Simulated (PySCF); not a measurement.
Atoms are numbered as in `[cH:1]1[cH:2][o:3][c:4](-[c:5]2[cH:6][cH:7][cH:8][o:9]2)[cH:10]1` (H(Xn): hydrogen on atom n).

Geometry: PBE0-D3(BJ)/def2-SVP; GIAO absolute shieldings from PySCF 2.14, gas phase, non-relativistic, averaged over equivalent atoms.

At KT2/pcSseg-1 (200 basis functions, 34 s wall time on 1 thread of an Arm Neoverse V2, shared host):
```csv
atoms,σ (ppm)
C4/C5,41.4
C2/C8,48.1
C1/C7,75.4
C6/C10,83.1
O3/O9,53.9
H(C2)/H(C8),23.93
H(C6)/H(C10),24.58
H(C1)/H(C7),24.79
```

Q: What do these become at PBE0/pcSseg-1?

A: 
```tsv
atoms	σ at PBE0/pcSseg-1	change
C4/C5	33.5	-7.9
C2/C8	39.5	-8.6
C1/C7	67.1	-8.3
C6/C10	74.3	-8.8
O3/O9	46.7	-7.2
H(C2)/H(C8)	23.93	+0.00
H(C6)/H(C10)	24.44	-0.14
H(C1)/H(C7)	24.69	-0.10
```

The largest change is at C6/C10 (aromatic CH). Cost: 200 basis functions, 23 s wall time on 1 thread of an Arm Neoverse V2, shared host. The order of the carbon signals is the same at both levels.
